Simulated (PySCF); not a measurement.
# What a mistake does to a calculation on C2H8NSi

Calculated results; nothing here was measured. The program is PySCF 2.14.0, an open-source quantum chemistry code, run on an isolated molecule that a program drew, which may never have been made. The molecule is C2H8NSi (charge 0, doublet), drawn as the SMILES string `CCN[SiH2]`.

Each row is a Hartree-Fock (HF) and frozen-core CCSD(T) single point in the cc-pV(D+d)Z basis, meant for a local HF minimum. Run 1 is clean. Each other run has one planted mistake out of seven kinds, and not every kind appears here: one electron removed, one electron added, multiplicity raised by two, geometry at a saddle point, minimal basis STO-3G, one bond length entered in bohr, all coordinates scaled. The reference is restricted for singlets and unrestricted otherwise, and also for a bond in bohr. Adding or removing an electron swaps singlet and doublet. Electrons count all cores. HOMO and LUMO are orbital energies over both spins, the gradient is its largest component, and the lowest frequency (negative if imaginary) is given only where the gradient is small. Bond lengths are over the 11 bonds as drawn. T1 is the CCSD diagnostic: over 0.02 (restricted) or 0.045 (unrestricted) a single reference is doubtful.

Geometry of the clean run:
```xyz
12
C2H8NSi, angstrom
C    -1.5867    1.4962    0.5318
C    -0.0999    1.2711    0.2931
N     0.1537    0.0470   -0.4484
Si    1.3789   -0.1642   -1.6398
H    -1.7546    2.4251    1.0825
H    -2.0160    0.6786    1.1182
H    -2.1245    1.5491   -0.4166
H     0.3039    2.1076   -0.2823
H     0.4297    1.2732    1.2533
H    -0.1697   -0.7742    0.0289
H     1.2990    0.9481   -2.6241
H     1.1351   -1.4704   -2.3058
```

```
run  electrons  basis functions  <S^2>  HOMO (eV)  LUMO (eV)  gradient (hartree/bohr)  lowest frequency (cm^-1)  mean bond (Å)  longest bond (Å)      T1  HF (hartree)  CCSD(T) (hartree)                 mistake
  1         41              105  0.756      -7.93       2.25                  8.3e-06                        64         1.2857             1.722  0.0140    -423.76133         -424.38189                no fault
  2         41              105  0.756      -7.79       2.40                  2.3e-02                         -         1.2523             1.677  0.0133    -423.75325         -424.36812  all coordinates scaled
  3         42              105  0.000       0.43       8.57                  9.5e-02                         -         1.2857             1.722  0.0110    -423.70987         -424.35820      one electron added
  4         41              105  1.672      -7.94       1.98                  4.9e-02                         -         1.4089             2.877  0.0265    -423.63714         -424.22752                       ?
  5         41               32  0.752      -5.23       6.71                  2.8e-02                         -         1.2857             1.722  0.0138    -418.77065         -419.01263                       ?
```

**Which mistake was planted in run 4, and what did it cost?**

The mean bond changes by a factor of 1.096 and the longest by 1.671, so the molecule wasn't scaled as a whole. A length L in bohr read as angstrom grows by (1/0.5292 - 1) L = 0.890 L. The 11 bonds together grew by 11 x 0.1232 = 1.355 Å, which gives L = 1.523 Å. That is bond C1-C2, 1.523 Å in the clean geometry. So the mistake is: one bond length entered in bohr. Subtracting run 1 and multiplying by 627.51 kcal/mol a hartree, the energy moved by 77.9 kcal/mol in HF and 96.9 kcal/mol in CCSD(T).

**Which mistake was planted in run 5, and what did it cost?**

It has 32 basis functions where the clean run has 105, with the same electrons and geometry. So the mistake is: minimal basis STO-3G. Subtracting run 1 and multiplying by 627.51 kcal/mol a hartree, the energy moved by 3131.7 kcal/mol in HF and 3369.3 kcal/mol in CCSD(T).

Cautions from the logs. Run 3: the HOMO is above zero, so the electron isn't bound and the energy depends on the basis.
